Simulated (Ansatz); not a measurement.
Molecule: C2H7O2Si (charge 0, doublet). It need not be the lowest isomer of its formula. 
Structure (B3LYP-D3(BJ)/def2-TZVP (Ansatz, a first-principles code) minimum search):
SMILES: C[Si]([CH2])(O)O
```xyz
12

Si     0.0313     0.0110     0.0104
C      1.6093    -0.9272    -0.0773
C     -1.4089    -0.8664    -0.7758
O     -0.4498     0.2485     1.5773
O      0.3764     1.4411    -0.7465
H      1.7335    -1.9028     0.3803
H      2.4817    -0.5590    -0.6051
H     -1.2326    -1.0329    -1.8397
H     -2.3256    -0.2814    -0.6669
H     -1.5780    -1.8352    -0.3016
H      0.1993     0.6169     2.1826
H     -0.3312     2.0859    -0.8229
```
Charge 0, spin multiplicity 2.

Basis-set convergence of Hartree-Fock and MP2 correlation energies (hartree) with Ansatz. Cores are frozen in the correlated levels unless marked. UHF or UKS for open shells. No spin-orbit coupling. Non-relativistic.

```
basis        functions       E(HF)  E(corr, MP2)
-----------  ---------  ----------  ------------
cc-pV(D+d)Z        114  -518.56770      -0.72911
cc-pV(T+d)Z        257           ?             ?
```

Question: Complete the blanks.

Answer: 
- cc-pV(T+d)Z, E(HF): -518.67097
- cc-pV(T+d)Z, E(corr, MP2): -0.92275
